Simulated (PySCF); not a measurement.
**Correlation energy of Ne²⁺ (neon, charge +2)**

[He] 2s1 2p4 3d1, one real determinant (an excited configuration). Calculation: PySCF 2.14, in aug-cc-pVDZ; no relativity, point nucleus. Frozen: 1s2; 6 electrons correlated.

```
  level  correlation energy (mhartree)
   CCSD                         -93.48
    (T)                          -5.66
CCSD(T)                         -99.14
  CCSDT                        -105.22
```

Diagnostics: T1 = 0.0024, D1 = 0.0047, largest double amplitude 0.237.

The real determinant used has ⟨L²⟩ near 8 against 12 for a pure F term, so it mixes terms. The outer electron is Rydberg-like, and this basis confines it to a smaller radius and binds it less than a complete one would. A double-excitation amplitude exceeds 0.15, a sign of near-degeneracy.

Cost of the coupled-cluster step: roughly 0.3 core-seconds, for 6 correlated electrons.

Iterations:

```
CC2 = 0
CCSD nocc = (np.int64(5), np.int64(1)), nmo = (22, 22)
frozen orbitals [[0], [0]]
max_cycle = 100
direct = 0
conv_tol = 1e-08
conv_tol_normt = 1e-06
diis_space = 8
diis_start_cycle = 0
Init t2, MP2 energy = -0.0698777329077634
Init E_corr(UCCSD) = -0.0698777329421039
cycle = 1  E_corr(UCCSD) = -0.080400605817777  dE = -0.0105228729  norm(t1,t2) = 0.0287714
cycle = 2  E_corr(UCCSD) = -0.0832896168462705  dE = -0.00288901103  norm(t1,t2) = 0.0188331
cycle = 3  E_corr(UCCSD) = -0.0860381055452165  dE = -0.0027484887  norm(t1,t2) = 0.0163772
cycle = 4  E_corr(UCCSD) = -0.0901896892615508  dE = -0.00415158372  norm(t1,t2) = 0.0142696
cycle = 5  E_corr(UCCSD) = -0.0935420951477503  dE = -0.00335240589  norm(t1,t2) = 0.00671339
cycle = 6  E_corr(UCCSD) = -0.0933213652731486  dE = 0.000220729875  norm(t1,t2) = 0.000983557
cycle = 7  E_corr(UCCSD) = -0.0935399428059969  dE = -0.000218577533  norm(t1,t2) = 0.000357697
cycle = 8  E_corr(UCCSD) = -0.0934744449726435  dE = 6.54978334e-05  norm(t1,t2) = 0.000115735
cycle = 9  E_corr(UCCSD) = -0.0934833972177675  dE = -8.95224512e-06  norm(t1,t2) = 1.81043e-05
cycle = 10  E_corr(UCCSD) = -0.093483044181573  dE = 3.53036195e-07  norm(t1,t2) = 1.44124e-06
cycle = 11  E_corr(UCCSD) = -0.0934831661959741  dE = -1.22014401e-07  norm(t1,t2) = 3.55409e-07
cycle = 12  E_corr(UCCSD) = -0.0934831453692966  dE = 2.08266774e-08  norm(t1,t2) = 6.30411e-08
cycle = 13  E_corr(UCCSD) = -0.0934831395191007  dE = 5.8501959e-09  norm(t1,t2) = 2.52394e-08
UCCSD converged
E(UCCSD) = -123.3626588154145  E_corr = -0.09348313951910074
UCCSD(T) correction = -0.0056620160247706
```

The reference is one real determinant that mixes LS terms of this configuration.
